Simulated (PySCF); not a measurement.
**TaH₅ + F₂ → TaH₃ + 2 HF**

Level: PBE0 in the def2-TZVP basis family, computed in PySCF with density fitting; scalar-relativistic core potentials for atoms from Rb on, none lighter, no spin–orbit coupling; open shells unrestricted.

```json
{"species": "TaH₅", "state and structure": "singlet, C4v, Ta–H 1.754 Å (×4), Ta–H 1.790 Å; H–Ta–H 77.3° (×4), H–Ta–H 118.0° (×4), H–Ta–H 124.0° (×2)", "E (Eh)": "-59.86993", "ZPE (kJ/mol)": "83.0", "H(298 K) − H(0) (kJ/mol)": "13.8", "S° (J/(mol K))": "261.6"}
{"species": "F₂", "state and structure": "singlet, D∞h, F–F 1.376 Å", "E (Eh)": "-199.40856", "ZPE (kJ/mol)": "6.6", "H(298 K) − H(0) (kJ/mol)": "8.7", "S° (J/(mol K))": "201.9"}
{"species": "TaH₃", "state and structure": "triplet, C2v, Ta–H 1.779 Å (×2), Ta–H 1.799 Å; H–Ta–H 116.6°, H–Ta–H 121.7° (×2)", "E (Eh)": "-58.65244", "ZPE (kJ/mol)": "41.9", "H(298 K) − H(0) (kJ/mol)": "12.4", "S° (J/(mol K))": "266.0"}
{"species": "HF", "state and structure": "singlet, C∞v, H–F 0.920 Å", "E (Eh)": "-100.39188", "ZPE (kJ/mol)": "24.9", "H(298 K) − H(0) (kJ/mol)": "8.7", "S° (J/(mol K))": "173.6"}
```

Q: What is the electronic reaction energy?

A: At PBE0/def2-TZVP, ΔE = -414.1 kJ/mol from the differences of the total energies times 2625.5, downhill. 

Q: Add zero-point, thermal and entropy terms for 298.15 K and 1 bar.

A: ΔZPE = 2.1 and Δ[H(298) − H(0)] = 7.3 kJ/mol give ΔH° = -404.7 kJ/mol. ΔS° = 149.7 J/(mol K), so ΔG° = -404.7 − 298.15 × (0.1497) = -449 kJ/mol.

Spin–orbit coupling can matter for TaH₅, TaH₃ and is left out. Open d or f shells are single determinants, so the state found may not be the ground state. Only the bonding shown was studied: isomers, or loss of a ligand pair, can lie lower.
